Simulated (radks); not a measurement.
Values are calculated unless marked as measured or tabulated.
Valence configurations of Au III (all share [Xe]). Code: a radial shooting solver on a logarithmic mesh with Libxc functionals. Model: scalar-relativistic Kohn-Sham, r2SCAN, spin-polarised, spherical densities, finite nucleus; open shells are filled with parallel spins first (spin-orbit coupling, left out, can overturn this in heavy ions); meta-GGA in the generalised Kohn-Sham scheme; Fermi nuclear charge, rms radius 5.4371 fm. Energies are relative to 4f14 5d9; eigenvalues in eV for spin up.

4f14 5d9: E (eV) 0.000; moment (Bohr magnetons) 1; e(4f) -103.77; e(5d) -27.941
4f13 5d10: E (eV) 81.143; moment (Bohr magnetons) 1; e(4f) -116.29; e(5d) -29.101
4f14 5d8 6p1: E (eV) 13.487; moment (Bohr magnetons) 3; e(4f) -109.54; e(5d) -32.727; e(6p) -16.711
4f13 5d9 6p1: E (eV) 96.588; moment (Bohr magnetons) 3; e(4f) -122.29; e(5d) -34.092; e(6p) -16.818
4f14 5d8 6s1: E (eV) 4.249; moment (Bohr magnetons) 3; e(4f) -107.88; e(5d) -31.336; e(6s) -25.167
4f14 5d7 6p2: E (eV) 27.994; moment (Bohr magnetons) 5; e(4f) -115.28; e(5d) -37.363; e(6p) -18.976
4f12 5d9 6p2: E (eV) 207.67; moment (Bohr magnetons) 5; e(4f) -141.48; e(5d) -40.404; e(6p) -19.288
4f14 5d7.5 6s1 6p0.5: E (eV) 11.047; moment (Bohr magnetons) 4; e(4f) -110.78; e(5d) -33.705; e(6p) -17.005; e(6s) -26.732
4f12 5d8 6p3: E (eV) 227.93; moment (Bohr magnetons) 7; e(4f) -147.56; e(5d) -45.245; e(6p) -21.283
4f14 5d8.5 6p0.5: E (eV) 6.633; moment (Bohr magnetons) 2; e(4f) -106.67; e(5d) -30.361; e(6p) -15.456

NIST lists [Xe] 4f14 5d9 as the ground configuration; this level of theory agrees among the configurations tried. The energies are those of spherical high-spin densities, not of single terms.
